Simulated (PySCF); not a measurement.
CH₉OPSi₂.
Atom-mapped SMILES: `[CH3:1][Si@H:2]([PH2:3])[O:4][SiH3:5]` (hydrogens: H6, H7, H8 on C1; H9 on Si2; H10, H11 on P3; H12, H13, H14 on Si5)

The same species was optimised twice, with GFN2-xTB and with PBE0-D3(BJ)/def2-SVP (PySCF), and the same property calculations (PySCF, gas phase) were run on both structures.

```json
{"coordinate": "P3–H11 (Å)", "GFN2-xTB": "1.384", "PBE0-D3(BJ)/def2-SVP": "1.430", "change": "+0.046"}
{"coordinate": "P3–H10 (Å)", "GFN2-xTB": "1.385", "PBE0-D3(BJ)/def2-SVP": "1.429", "change": "+0.044"}
{"coordinate": "Si2–O4 (Å)", "GFN2-xTB": "1.623", "PBE0-D3(BJ)/def2-SVP": "1.664", "change": "+0.041"}
{"coordinate": "O4–Si5 (Å)", "GFN2-xTB": "1.623", "PBE0-D3(BJ)/def2-SVP": "1.658", "change": "+0.035"}
{"coordinate": "Si5–H12 (Å)", "GFN2-xTB": "1.462", "PBE0-D3(BJ)/def2-SVP": "1.495", "change": "+0.033"}
{"coordinate": "Si5–H14 (Å)", "GFN2-xTB": "1.462", "PBE0-D3(BJ)/def2-SVP": "1.495", "change": "+0.033"}
{"coordinate": "C1–Si2 (Å)", "GFN2-xTB": "1.900", "PBE0-D3(BJ)/def2-SVP": "1.869", "change": "-0.031"}
{"coordinate": "Si5–H13 (Å)", "GFN2-xTB": "1.460", "PBE0-D3(BJ)/def2-SVP": "1.490", "change": "+0.030"}
{"coordinate": "Si2–H9 (Å)", "GFN2-xTB": "1.467", "PBE0-D3(BJ)/def2-SVP": "1.492", "change": "+0.025"}
{"coordinate": "Si2–P3 (Å)", "GFN2-xTB": "2.247", "PBE0-D3(BJ)/def2-SVP": "2.269", "change": "+0.022"}
{"coordinate": "C1–H7 (Å)", "GFN2-xTB": "1.086", "PBE0-D3(BJ)/def2-SVP": "1.102", "change": "+0.016"}
{"coordinate": "C1–H6 (Å)", "GFN2-xTB": "1.086", "PBE0-D3(BJ)/def2-SVP": "1.101", "change": "+0.015"}
{"coordinate": "C1–H8 (Å)", "GFN2-xTB": "1.087", "PBE0-D3(BJ)/def2-SVP": "1.101", "change": "+0.014"}
{"coordinate": "Si2–O4–Si5 (°)", "GFN2-xTB": "154.6", "PBE0-D3(BJ)/def2-SVP": "143.0", "change": "-11.6"}
{"coordinate": "O4–Si5–H13 (°)", "GFN2-xTB": "103.2", "PBE0-D3(BJ)/def2-SVP": "108.3", "change": "+5.1"}
{"coordinate": "O4–Si2–H9 (°)", "GFN2-xTB": "101.9", "PBE0-D3(BJ)/def2-SVP": "106.9", "change": "+5.0"}
{"coordinate": "H13–Si5–H14 (°)", "GFN2-xTB": "112.8", "PBE0-D3(BJ)/def2-SVP": "109.3", "change": "-3.5"}
{"coordinate": "H12–Si5–H13 (°)", "GFN2-xTB": "113.0", "PBE0-D3(BJ)/def2-SVP": "109.5", "change": "-3.5"}
{"coordinate": "P3–Si2–H9 (°)", "GFN2-xTB": "116.0", "PBE0-D3(BJ)/def2-SVP": "112.6", "change": "-3.4"}
{"coordinate": "O4–Si5–H14 (°)", "GFN2-xTB": "107.3", "PBE0-D3(BJ)/def2-SVP": "110.5", "change": "+3.2"}
{"coordinate": "H12–Si5–H14 (°)", "GFN2-xTB": "111.4", "PBE0-D3(BJ)/def2-SVP": "108.8", "change": "-2.6"}
{"coordinate": "C1–Si2–O4–Si5 (°)", "GFN2-xTB": "63", "PBE0-D3(BJ)/def2-SVP": "79", "change": "+16"}
```

Rotational constants: A = 3109, B = 1419, C = 1103 MHz (GFN2-xTB) against A = 2914, B = 1496, C = 1133 MHz (PBE0-D3(BJ)/def2-SVP). Point groups within 0.08 Å: C1 and C1.

On the GFN2-xTB structure: lowest singlet, TDDFT (eV) 6.15 [PBE0/def2-SVPD]; lowest triplet, Tamm–Dancoff (eV) 5.49 [PBE0/def2-SVPD]; isotropic polarisability (au) 94.0 [PBE0/def2-SVPD]; HOMO (eV) -7.31 [PBE0/def2-SVPD]; LUMO (eV) -0.09 [PBE0/def2-SVPD]; dipole (D) 0.73 [PBE0/def2-SVPD].

Question: What do these properties become on the PBE0-D3(BJ)/def2-SVP structure?

Answer: 
```
                                    property           level  on GFN2-xTB  on PBE0-D3(BJ)/def2-SVP  change
                  lowest singlet, TDDFT (eV)  PBE0/def2-SVPD         6.15                     6.07   -0.08
           lowest triplet, Tamm–Dancoff (eV)  PBE0/def2-SVPD         5.49                     5.42   -0.07
               isotropic polarisability (au)  PBE0/def2-SVPD         94.0                     96.4    +2.4
                                   HOMO (eV)  PBE0/def2-SVPD        -7.31                    -7.36   -0.05
                                   LUMO (eV)  PBE0/def2-SVPD        -0.09                    -0.16   -0.07
                                  dipole (D)  PBE0/def2-SVPD         0.73                     0.92   +0.19
energy, GFN2-xTB geometry as zero (kcal/mol)  PBE0/def2-SVPD          0.0                     -5.3    -5.3
```

The heavy atoms differ by 0.109 Å rms after alignment. Among all bonds P3–H11 changes most (+0.046 Å). Changes are differences of the printed values. Neither structure is proved a minimum here.

Shape of the structure used: `[CH3:1][Si@H:2]([PH2:3])[O:4][SiH3:5]`: C1–Si2–O4–Si5 79°, H–P3–Si2–C1 164°, H–P3–Si2–C1 70°.
